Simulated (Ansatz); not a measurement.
Molecular dynamics, step by step

GeH6O (SMILES O.[GeH4]), closed shell, PBE0-D4/def2-SVP (Ansatz 0.2.0). Settings (timestep in fs, temperature in K, friction in 1/fs; T counts 24 degrees of freedom, while the starting velocities carry no drift of the centre of mass, so T starts below the set value):

```yaml
hamiltonian: {xc: pbe0, dispersion: d4}
md: {n_steps: 80, timestep: 0.5, temperature: 300, ensemble: nvt_langevin, seed: 741, friction: 0.05, initial_velocities: maxwell_boltzmann}
```

Start (the SMILES describes the start alone):

```
atom    x (Å)    y (Å)    z (Å)
  O1   0.1814  -0.5415  -1.8934
  H2  -0.5357  -0.0772  -2.3313
  H3   0.9799  -0.0812  -2.1617
 Ge4  -0.1246   0.1310   1.2638
  H5   1.3625   0.1398   0.8893
  H6  -0.8739   1.2020   0.4589
  H7  -0.2531   0.4769   2.7592
  H8  -0.7365  -1.2499   1.0151
```

```
step  time (fs)  potential energy less the start (meV)  kinetic energy (meV)  T (K)
   0       0.00                                    0.0                 271.4    262
   5       2.50                                   74.1                 111.2    108
  10       5.00                                   39.7                 174.2    168
  15       7.50                                  109.5                 157.7    152
  20      10.00                                  121.2                 169.1    164
  25      12.50                                  115.1                 222.2    215
  30      15.00                                  102.2                 252.3    244
  35      17.50                                   82.1                 319.5    309
  40      20.00                                  120.2                 181.0    175
  45      22.50                                   72.2                 214.0    207
  50      25.00                                  104.2                 191.4    185
  55      27.50                                   85.9                 266.0    257
  60      30.00                                  104.9                 245.5    237
  65      32.50                                   87.7                 190.4    184
  70      35.00                                   51.7                 243.2    235
  75      37.50                                   78.6                 218.7    211
  80      40.00                                   83.4                 276.0    267
```

Step 30, positions (Å) and forces (eV/Å):

```tsv
atom	x	y	z	Fx	Fy	Fz
O1	0.178	-0.505	-1.904	1.368	-0.013	-0.089
H2	-0.561	0.081	-1.958	-0.977	0.577	-0.061
H3	0.924	0.110	-2.049	-0.411	-0.540	0.146
Ge4	-0.135	0.149	1.251	0.949	0.370	-0.733
H5	1.392	0.216	0.945	-0.267	0.003	-0.175
H6	-0.831	1.303	0.462	0.066	-0.252	0.347
H7	-0.102	0.366	2.753	-0.495	0.037	0.400
H8	-0.646	-1.200	0.776	-0.232	-0.181	0.164
```

Step 40, positions (Å) and forces (eV/Å):

| atom | x | y | z | Fx | Fy | Fz |
| --- | --- | --- | --- | --- | --- | --- |
| O1 | 0.188 | -0.469 | -1.924 | -2.205 | -0.069 | 0.349 |
| H2 | -0.530 | 0.204 | -1.864 | 0.815 | -0.789 | -0.125 |
| H3 | 0.953 | 0.050 | -2.069 | 1.361 | 0.899 | -0.224 |
| Ge4 | -0.136 | 0.154 | 1.244 | 1.755 | -0.943 | 0.321 |
| H5 | 1.442 | 0.221 | 0.967 | -0.917 | -0.080 | 0.065 |
| H6 | -0.747 | 1.322 | 0.549 | -0.547 | 0.592 | -0.425 |
| H7 | -0.242 | 0.297 | 2.772 | -0.211 | 0.091 | 0.040 |
| H8 | -0.668 | -1.233 | 0.825 | -0.051 | 0.298 | -0.002 |

Step 45, positions (Å) and forces (eV/Å):

```csv
atom,x,y,z,Fx,Fy,Fz
O1,0.184,-0.459,-1.933,0.666,0.056,-0.080
H2,-0.465,0.236,-1.815,-0.186,0.249,-0.041
H3,1.015,0.027,-2.088,-0.511,-0.256,0.125
Ge4,-0.133,0.155,1.243,1.441,-0.722,0.418
H5,1.438,0.221,0.994,-0.795,-0.069,0.025
H6,-0.748,1.345,0.560,-0.419,0.352,-0.360
H7,-0.286,0.293,2.770,-0.142,0.107,0.012
H8,-0.668,-1.235,0.848,-0.055,0.284,-0.099
```

Last step (80):

| atom | x (Å) | y (Å) | z (Å) |
| --- | --- | --- | --- |
| O1 | 0.1622 | -0.4457 | -1.9563 |
| H2 | -0.1430 | 0.4600 | -1.7667 |
| H3 | 1.1286 | -0.3918 | -2.0941 |
| Ge4 | -0.1390 | 0.1238 | 1.2119 |
| H5 | 1.4169 | 0.1600 | 0.9709 |
| H6 | -0.8817 | 1.1356 | 0.3587 |
| H7 | -0.4863 | 0.4156 | 2.6994 |
| H8 | -0.7375 | -1.2291 | 0.7322 |

The run took about 61 s on 4 CPU threads of an Intel Xeon Platinum 8124M (shared host).
